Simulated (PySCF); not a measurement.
Sr: interval between two levels

Sr [Kr] 5s2 → Sr [Kr] 4d1 5s1 [3D3, M_J = 3], as a difference of total energies. All numbers are calculated (PySCF 2.14, the two-component X2C-1e Hamiltonian, in x2c-TZVPall-2c with one added diffuse shell each of s, p, d type (9s10p8d1f, 86 functions)). Correlated levels: [Ar] 3d10 frozen; the 6 highest virtual spinors dropped. "Screened" scales the spin-orbit matrix elements by Boettger's factors to mimic the two-electron term; Breit and QED terms are absent.

```csv
method,interval between two levels (cm⁻¹)
GHF (spin-free),15230
GMP2 (spin-free),19496
GHF (screened spin-orbit),15265
GMP2 (screened spin-orbit),19573
```

The spin-free rows relax to the high-spin LS determinant and lack the spin-orbit shift.

Errors of the correlated levels include the incompleteness of this basis and the frozen core.

The labels give the starting determinants; with spin-orbit coupling the two ends relaxed to ⟨J²⟩ = 0.00, ⟨L²⟩ = 0.01, ⟨S²⟩ = 0.01 and ⟨J²⟩ = 12.00, ⟨L²⟩ = 6.01, ⟨S²⟩ = 2.01.

For comparison: 18319 cm⁻¹ (measured; NIST Handbook of Basic Atomic Spectroscopic Data (Sansonetti and Martin, J. Phys. Chem. Ref. Data 34, 1559 (2005))).
